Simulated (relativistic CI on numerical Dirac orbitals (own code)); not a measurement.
**Sensitivity of the levels of Os LIX to α and to the nuclear radius**

Method of calculation: Dirac-Coulomb-Breit CI, orbitals from a KLI potential per configuration, derivatives by finite differences, unscaled Slater integrals, QED left out (own radial code, finite nucleus).

Configuration list (outside the closed core [Ne]): 3s²3p⁶, 3s²3p⁵3d, 3s3p⁶3d, 3p⁶3d², 3p⁵3d³. Double excitations out of closed p, d and f shells are left out; levels of such configurations are missing from the list, as are those of other unlisted configurations, and high levels can miss mixing partners.

With x = (α/α₀)² − 1 an excitation energy changes as ω = ω₀ + qx; K = 2q/ω₀ is the relative enhancement. Terms are leading LS components, so labels can repeat. The field-shift factor is F = δν/δ⟨r²⟩ for the transition from the lowest level.

Lowest level 3s²3p⁶ ¹S0.

| Level | ω₀ (cm⁻¹) | q (cm⁻¹) | K | F (GHz/fm²) |
| --- | --- | --- | --- | --- |
| 3s²3p⁵3d ³P°0 | 1987143 | 127100 | 0.128 | 23.2 |
| 3s²3p⁵3d ³P°1 | 2083783 | 146200 | 0.14 | 24.1 |
| 3s²3p⁵3d ³F°3 | 2116693 | 119700 | 0.113 | 23.6 |
| 3s²3p⁵3d ³D°2 | 2152491 | 127200 | 0.118 | 23.8 |
| 3s²3p⁵3d ³F°4 | 2769156 | 845700 | 0.611 | 43.3 |
| 3s²3p⁵3d ¹D°2 | 2815549 | 854600 | 0.607 | 42.9 |
| 3s²3p⁵3d ³D°3 | 2910791 | 853100 | 0.586 | 44.2 |
| 3s²3p⁵3d ¹P°1 | 3159715 | 885000 | 0.56 | 36.1 |
| 3s²3p⁵3d ³F°2 | 5244775 | 4.014e+06 | 1.53 | -581 |
| 3s²3p⁵3d ¹P°1 | 5564647 | 4.021e+06 | 1.45 | -577 |
| 3s²3p⁵3d ³P°2 | 5970325 | 4.751e+06 | 1.59 | -561 |
| 3s²3p⁵3d ³F°3 | 6012763 | 4.753e+06 | 1.58 | -563 |
| 3s3p⁶3d ³D1 | 7140312 | 4.434e+06 | 1.24 | -9300 |

At this charge energies of transitions that change n are usually good to better than 1 %, and those within a shell (Δn = 0) to a few per cent.
